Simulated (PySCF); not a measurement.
Al(H)(Me)(NCO) (C2H4AlNO), SMILES [CH3][AlH][N]=C=O.

Coordinates come from a B3LYP-D3(BJ)/def2-SVP optimisation. A frequency run showed that this geometry is not a minimum. The structure was generated by enumeration; whether it is a known compound was not checked. The values are those of a single conformer.

Two levels are set side by side: PBE/def2-TZVP (PySCF) and M06-2X/def2-TZVP (PySCF). Same geometry, gas phase. Differences are taken from unrounded values.

| quantity | PBE |
|---|---|
| orbital gap (eV) | 4.68 |
| highest occupied level (eV) | -6.76 |
| lowest empty level (eV) | -2.08 |
| dipole moment (D) | 2.59 |
| mean polarisability (bohr³) | 60.6 |

### Question
These are the PBE values. What does M06-2X give? (Estimate from the structure and the level; the computed values follow.)

### Answer

```
quantity                     M06-2X  PBE minus M06-2X
---------------------------  ------  ----------------
orbital gap (eV)               8.51             -3.83
highest occupied level (eV)   -9.32              2.55
lowest empty level (eV)       -0.81             -1.27
dipole moment (D)              2.80             -0.21
mean polarisability (bohr³)    57.2               3.4
```

Without exact exchange PBE keeps part of each electron's self-repulsion, which lifts occupied levels and narrows the gap. PBE's more diffuse valence density responds more strongly to a field. Differences between two approximate levels are no errors against the true value.

Rough cost on one machine, each run with all the roots and properties that it gave: M06-2X against PBE about 4 times.
